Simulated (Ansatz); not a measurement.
`OBCB[SiH3]` from Hartree–Fock to CCSD(T)

| atom | x (Å) | y (Å) | z (Å) |
| --- | --- | --- | --- |
| O1 | 1.151 | 1.376 | 1.638 |
| B2 | 1.137 | 0.045 | 1.391 |
| C3 | -0.228 | -0.628 | 0.988 |
| B4 | -0.163 | -0.814 | -0.544 |
| Si5 | -1.153 | 0.333 | -1.874 |
| H6 | 2.019 | 1.708 | 1.879 |
| H7 | 2.156 | -0.588 | 1.465 |
| H8 | -1.064 | -0.022 | 1.341 |
| H9 | -0.201 | -1.612 | 1.475 |
| H10 | 0.567 | -1.659 | -0.988 |
| H11 | -0.183 | 1.024 | -2.775 |
| H12 | -2.027 | 1.369 | -1.256 |
| H13 | -2.010 | -0.530 | -2.741 |

Charge 0, multiplicity 1. The geometry is a stationary point of PBE0-D4/def2-TZVP. It is one conformer, not always the lowest. Frozen core, restricted reference, the Gaussian-basis code of Ansatz. CBS rows extrapolate triple and quadruple zeta; past MP2 they add the triple-zeta difference.

```
     basis     HF (Eh)  MP2 corr.  CCSD corr.       (T)  CCSD(T) total
  def2-SVP  -455.50576   -0.59770    -0.66294  -0.01825     -456.18695
def2-TZVPP  -455.79764   -0.74083    -0.79896  -0.02957     -456.62617
def2-QZVPP  -455.81451   -0.79284           –         –              –
 CBS(def2)  -455.81683   -0.83136    -0.88949     as TZ     -456.73589
```
